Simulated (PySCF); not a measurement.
# Computed vibrations of [Ce(BH4)2]2+

[Ce(BH4)2]2+ (singlet). PySCF 2.14.0, RKS PBE0, Ce lcecp-2-SVP with ECP46, B def2-SVP, H def2-SVP; non-relativistic Hamiltonian with scalar-relativistic core potentials where named; density fitting; no spin-orbit coupling. Central differences of gradients.

```xyz
11

Ce    0.0000    0.0000   -0.2502
B     1.8944   -0.0026    1.1768
H     2.7378    0.0252    2.0260
H     0.8728   -0.7518    1.4804
H     2.1911   -0.3209   -0.0071
H     1.2244    1.1041    1.0100
B    -1.8944    0.0026    1.1768
H    -2.7378   -0.0252    2.0261
H    -0.8727    0.7518    1.4805
H    -2.1911    0.3209   -0.0070
H    -1.2244   -1.1041    1.0101
```

Run from Python with OMP_NUM_THREADS=2. Where DIIS fails, smearing, a level shift and second-order steps follow.
It took 2.3 min on 2 threads of Arm Neoverse V1, on a shared host.

Question: What are the harmonic wavenumbers and infrared intensities?

Answer: Modes are labelled in C2; negative numbers are unstable modes, those under 60 cm⁻¹ near the noise; a finer grid moves soft modes by up to 10 cm⁻¹.
| cm⁻¹ | km/mol | symmetry |
| --- | --- | --- |
| 208 | 0.0 | a |
| 224 | 1.6 | b |
| 277 | 0.2 | a |
| 545 | 8.0 | b |
| 593 | 0.0 | a |
| 642 | 0.1 | b |
| 674 | 0.2 | a |
| 677 | 0.2 | b |
| 718 | 0.5 | a |
| 987 | 0.4 | a |
| 996 | 21.8 | b |
| 1053 | 8.4 | b |
| 1066 | 2.7 | a |
| 1182 | 140.8 | b |
| 1240 | 64.4 | a |
| 1311 | 95.7 | b |
| 1316 | 3.8 | a |
| 1324 | 142.8 | b |
| 1338 | 11.0 | a |
| 1996 | 7.2 | b |
| 2019 | 0.3 | a |
| 2057 | 69.5 | a |
| 2076 | 320.0 | b |
| 2250 | 55.9 | b |
| 2281 | 51.6 | a |
| 2727 | 36.5 | b |
| 2727 | 16.9 | a |

Question: Is this a minimum?

Answer: Yes. Ideal gas at 298.15 K and 1 bar: S = 308.6 J/(mol K), Cp = 89.5 J/(mol K), H − H(0 K) = 16.7 kJ/mol (rigid rotor, harmonic modes, spin degeneracy alone).
